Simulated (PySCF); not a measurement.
A calculated (BP86, PySCF 2.14, aug-cc-pwCVTZ-X2C with one added diffuse shell each of s, p, d, f type, the spin-free X2C one-electron Hamiltonian (Gaussian nucleus)) atom or ion has these occupied shells.

```json
{"shell": "1s α", "electrons": "1", "orbital energy (eV)": "-3957.0", "rms radius, mean of both spins (bohr)": "0.0888"}
{"shell": "1s β", "electrons": "1", "orbital energy (eV)": "-3957.0", "rms radius, mean of both spins (bohr)": "0.0888"}
{"shell": "2s α", "electrons": "1", "orbital energy (eV)": "-421.69", "rms radius, mean of both spins (bohr)": "0.396"}
{"shell": "2s β", "electrons": "1", "orbital energy (eV)": "-421.66", "rms radius, mean of both spins (bohr)": "0.396"}
{"shell": "2p α", "electrons": "3", "orbital energy (eV)": "-342.13", "rms radius, mean of both spins (bohr)": "0.365"}
{"shell": "2p β", "electrons": "3", "orbital energy (eV)": "-342.10", "rms radius, mean of both spins (bohr)": "0.365"}
{"shell": "3s α", "electrons": "1", "orbital energy (eV)": "-54.075", "rms radius, mean of both spins (bohr)": "1.24"}
{"shell": "3s β", "electrons": "1", "orbital energy (eV)": "-53.980", "rms radius, mean of both spins (bohr)": "1.24"}
{"shell": "3p α", "electrons": "3", "orbital energy (eV)": "-34.989", "rms radius, mean of both spins (bohr)": "1.38"}
{"shell": "3p β", "electrons": "3", "orbital energy (eV)": "-34.859", "rms radius, mean of both spins (bohr)": "1.38"}
{"shell": "4s α", "electrons": "1", "orbital energy (eV)": "-9.508", "rms radius, mean of both spins (bohr)": "3.78"}
```

**Question.** Name the element and its charge.

**Answer.** Ca+ (calcium, charge +1), in [Ar] 4s1, 2S determinant.
